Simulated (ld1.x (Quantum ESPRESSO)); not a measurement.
**As (Z = 33): ultrasoft pseudisation with PBEsol, non-relativistic reference atom.**

- Element: As
- Generator: ld1.x (Quantum ESPRESSO) 7.5
- Type: ultrasoft
- Functional: PBEsol
- Relativity: non-relativistic
- Frozen core: [Ar]
- Valence charge: 15
- Reference configuration: 3d10 4s2 4p3
- Partial waves: 4s (bound): rcut 1.60, rcutus 1.90 bohr; 4s channel at 0.6 Ry: rcut 1.60, rcutus 1.90 bohr; 4p (bound): rcut 1.45, rcutus 1.60 bohr; 4p channel at 5 Ry: rcut 1.45, rcutus 1.60 bohr; 3d (bound): rcut 1.15, rcutus 1.40 bohr; 3d channel at 1.1 Ry: rcut 1.15, rcutus 1.40 bohr
- Local potential: all-electron potential smoothed inside 1.05 bohr (lloc = -1)
- Core correction: none
- Augmentation charge: PSQ, radius 0.85 bohr

Poles of the logarithmic derivatives, all-electron (AE) and pseudo (PS). s: poles at 1.3 (AE) and 1.3 (PS) Ry. p: poles at 2.7 (AE) and 2.7 (PS) Ry. d: poles at -3.0 (AE) and -3.0 (PS) Ry. Test radius 2.06 bohr.

- Cutoffs needed: 80 Ry and 100 Ry (the cutoffs (Ry, on a coarse ladder) from which the occupation-weighted sum of valence levels, in a spherical-Bessel basis at the reference potential, stays within 10 and 1 mRy of its value at 400 Ry)
- Ghost test: ghost state, extra bound levels that the all-electron valence spectrum of the same l lacks: s at -97.6 eV; a true bound ghost makes a file unfit for plane-wave use (spherical-Bessel basis up to 400 Ry, 20 bohr box)
- Largest excitation error: -277 meV (all-electron minus pseudo) for 3d9 4s2 4p3, out of 7 test configurations
- Lowest eigenvalue of the overlap operator: 0.22 (s channel)
- Density cutoff estimated by the generator: 926 Ry
